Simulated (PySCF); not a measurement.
# One molecule, several mistakes: H3OSi cation

All numbers below are calculated, not measured. The program is PySCF 2.14.0, an open-source quantum chemistry code, run on an isolated molecule that a program drew, which may never have been made. The molecule is H3OSi cation (charge +1, singlet), drawn as the SMILES string `O[SiH2+]`.

Each row is a Hartree-Fock (HF) and frozen-core CCSD(T) single point in the cc-pV(D+d)Z basis, meant for a local HF minimum. Run 1 is clean. Each other run has one planted mistake out of seven kinds, and not every kind appears here: one electron removed, one electron added, multiplicity raised by two, geometry at a saddle point, minimal basis STO-3G, one bond length entered in bohr, all coordinates scaled. The reference is restricted for singlets and unrestricted otherwise, and also for a bond in bohr. Adding or removing an electron swaps singlet and doublet. Electrons count all cores. HOMO and LUMO are orbital energies over both spins, the gradient is its largest component, and the lowest frequency (negative if imaginary) is given only where the gradient is small. Bond lengths are over the 4 bonds as drawn. T1 is the CCSD diagnostic: over 0.02 (restricted) or 0.045 (unrestricted) a single reference is doubtful.

Geometry of the clean run:
```xyz
5
H3OSi cation, angstrom
O    -1.1816   -1.3871    1.2214
Si    0.1872   -0.7147    1.5608
H    -1.4591   -2.2980    1.1788
H     0.1838    0.7366    1.5095
H     1.3513   -1.5230    1.8973
```

| run | electrons | basis functions | <S^2> | HOMO (eV) | LUMO (eV) | gradient (hartree/bohr) | lowest frequency (cm^-1) | mean bond (Å) | longest bond (Å) | T1 | HF (hartree) | CCSD(T) (hartree) | mistake |
|---|---|---|---|---|---|---|---|---|---|---|---|---|---|
| 1 | 24 | 52 | 0.000 | -20.42 | -5.28 | 1.5e-05 | 580 | 1.3561 | 1.562 | 0.0171 | -365.28947 | -365.58710 | no fault |
| 2 | 24 | 52 | 0.979 | -17.09 | -6.72 | 1.5e-02 | - | 1.7036 | 2.952 | 0.0164 | -365.13748 | -365.38971 | one bond length entered in bohr |
| 3 | 25 | 52 | 0.769 | -6.47 | 3.01 | 6.4e-02 | - | 1.3561 | 1.562 | 0.0139 | -365.50458 | -365.81209 | one electron added |
| 4 | 24 | 17 | 0.000 | -18.29 | -2.15 | 4.4e-02 | - | 1.3561 | 1.562 | 0.0304 | -360.97116 | -361.08596 | minimal basis STO-3G |
| 5 | 24 | 52 | 2.033 | -13.83 | -9.22 | 2.0e-01 | - | 1.3561 | 1.562 | 0.0115 | -365.07996 | -365.33806 | multiplicity raised by two |
| 6 | 23 | 52 | 0.772 | -27.78 | -16.58 | 9.9e-02 | - | 1.3561 | 1.562 | 0.0933 | -364.59874 | -364.86610 | ? |

**Which mistake was planted in run 6, and what did it cost?**

It counts 23 electrons, one fewer than the clean run, at the same geometry and basis. So the mistake is: one electron removed. Subtracting run 1 and multiplying by 627.51 kcal/mol a hartree, the energy moved by 433.4 kcal/mol in HF and 452.4 kcal/mol in CCSD(T).

Cautions from the logs. Run 4: T1 is over the limit, so its CCSD(T) energy is less reliable; run 6: T1 is over the limit, so its CCSD(T) energy is less reliable.
